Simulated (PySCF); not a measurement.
C₅H₆OS.
Atom-mapped SMILES: `[CH3:1][O:2][c:3]1[cH:4][cH:5][s:6][cH:7]1`

Cartesian coordinates in Å at the PBE0-D3(BJ)/def2-TZVP level; atoms count from 1:
```xyz
13
C5H6OS angstrom
C      2.095   -0.092   -0.649
O      0.991    0.774   -0.547
C     -0.131    0.235   -0.029
C     -1.291    1.043    0.120
C     -2.330    0.348    0.653
S     -1.913   -1.273    0.978
C     -0.319   -1.053    0.397
H      1.872   -0.939   -1.309
H      2.389   -0.473    0.335
H      2.911    0.491   -1.071
H     -1.325    2.086   -0.164
H     -3.322    0.710    0.876
H      0.379   -1.873    0.399
```

NICS = −σ at a ghost point: NICS(0) at the centroid of the ring atoms, NICS(1) 1 Å to either side along the normal of their mean plane, zz for the tensor component along that normal. Level: GIAO B97-2/pcSseg-2 (PySCF, non-relativistic, gas phase) on the PBE0-D3(BJ)/def2-TZVP geometry, one conformer.

Ring bond lengths (Å): C3–C4 1.421, C4–C5 1.359, C5–S6 1.705, S6–C7 1.711, C7–C3 1.370.

Task: Give the NICS values of each ring in ppm.

Result: 
```tsv
ring	type	NICS(0)	NICS(1), two faces	NICS(1)zz, two faces	rms pucker (Å)	centre to ring atoms, mean (Å)
C3–C4–C5–S6–C7	5-membered ring with S; formal bonds all aromatic	-13.6	-9.3 / -9.3	-25.7 / -25.7	0.00	1.28
```

Task: What do they say, and how far can they be read as aromaticity?

Result: 
- C3–C4–C5–S6–C7: mean NICS(1)zz -25.7 ppm, shielded. The ring is flat and has no four-coordinate atom; by the NICS criterion it is aromatic.

Task: How equal are the bonds by HOMA? HOMA takes Krygowski's 1993 parameters.

Result: 
- C3–C4–C5–S6–C7: HOMA 0.85; the largest term is that of C3–C4, α(R − Ropt)² = 0.29. The geometric and the magnetic index point the same way.

Task: At the second NICS(1) probe listed for ring C3–C4–C5–S6–C7, 1 Å off the ring, how large is the induced field along the normal in 1 T applied along it?

Result: NICSzz × B0 = -25.7 ppm × 1 T = -26 μT, against the applied field.

Task: How do the values depend on the level or the medium?

Result: 
| level | NICS(0), C3–C4–C5–S6–C7 | mean NICS(1)zz, C3–C4–C5–S6–C7 |
| --- | --- | --- |
| B97-2/pcSseg-2, gas | -13.6 | -25.7 |
| KT3/pcSseg-2, gas | -13.8 | -25.4 |
| PBE0/pcSseg-2, gas | -13.5 | -25.9 |
| wB97X-D/pcSseg-2, gas | -13.2 | -25.5 |
| WP04/pcSseg-2, IEF-PCM chloroform | -13.6 | -24.4 |
| wB97X-D/pcSseg-2, IEF-PCM chloroform | -12.9 | -25.4 |

The geometry is the same throughout; the continuum's cavity takes Bondi-type radii × 1.2.

Time: 60 s; peak memory 1.4 GiB. Hardware: one thread, Arm Neoverse V1 (aarch64) (shared host). This is the whole shielding run at B97-2/pcSseg-2, SCF included.
